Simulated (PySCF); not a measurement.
Fill in the blanks.

C6H10N2.
SMILES: `C=C/C=N/NC1CC1`

Conformer (atom-mapped SMILES and torsion angles): `[CH2:1]=[CH:2]/[CH:3]=[N:4]/[NH:5][CH:6]1[CH2:7][CH2:8]1`: C1–C2–C3–N4 180°, C3–N4–N5–C6 177°, N4–N5–C6–C7 81°.

```tsv
property	level	value
point group of the GFN2-xTB geometry	GFN2-xTB	C1
rotational constants A, B, C of the GFN2-xTB geometry	GFN2-xTB	10.241, 0.748, 0.724 GHz
dipole moment	wB97X-D/def2-SVPD	2.14 D
HOMO energy	wB97X-D/def2-SVPD	-7.46 eV
LUMO energy	wB97X-D/def2-SVPD	?
lowest singlet excitation	TDDFT wB97X-D/def2-SVPD	?
lowest triplet excitation (Tamm–Dancoff)	TDA wB97X-D/def2-SVPD	?
static isotropic polarisability	wB97X-D/def2-SVPD	101.7 au
electronic spatial extent ⟨r²⟩ about the centre of nuclear charge	wB97X-D/def2-SVPD	?
13C chemical shifts (computed TMS as zero) by class	GIAO PBE0/pcSseg-1	145.0 (1 C), 134.1 (1 C), 118.3 (1 C), 32.0 (1 C), 9.6 (2 C) ppm
1H chemical shifts (computed TMS as zero) by class	GIAO PBE0/pcSseg-1	7.01 (1 H), 6.72 (1 H), 5.37 (1 H), 5.32 (1 H), 5.25 (1 H), 2.99 (1 H), 0.67 (2 H), 0.54 (2 H) ppm
isotropic shieldings of nuclei other than C and H, by class	GIAO PBE0/pcSseg-1	-124 (1 N), 118 (1 N) ppm
```

Electronic properties: PySCF, gas phase, density fitting. GFN2-xTB frequencies show an imaginary mode (108i cm⁻¹), so this geometry is no minimum at that level. NMR classes are plain means over equivalent atoms (diastereotopic ones count apart unless rotation or inversion swaps them), as if these changed places fast; in this geometry the members of some classes differ.

(1) Give the lowest singlet excitation.

(2) The electronic spatial extent ⟨r²⟩ about the centre of nuclear charge?

(3) The lowest triplet excitation (Tamm–Dancoff)?

(4) Give the LUMO energy.

Results:

(1) 4.98 eV (249 nm, f = 0.811).

(2) 1580 bohr².

(3) 2.85 eV.

(4) 1.08 eV.

The rotational constants make it an asymmetric top with κ = (2B − A − C)/(A − C) = -1.00, nearer the prolate limit (−1). With B = h/(8π²I), that is 505.379 GHz u Å² over I, the principal moments of inertia are 49.4, 675.5 and 697.6 u Å² (most abundant isotopes); the inertial defect Ic − Ia − Ib is -27.3 u Å² (zero for a rigid planar frame, negative otherwise). The polarisability is 15.07 Å³ as a volume (1 au = 0.148185 Å³), or 1.69 au for each of the 60 electrons. No computed singlet falls in the visible range (750 to 380 nm, 1.65 to 3.26 eV); S1 lies 1.72 eV above its blue end.

One conformer stands for the species.
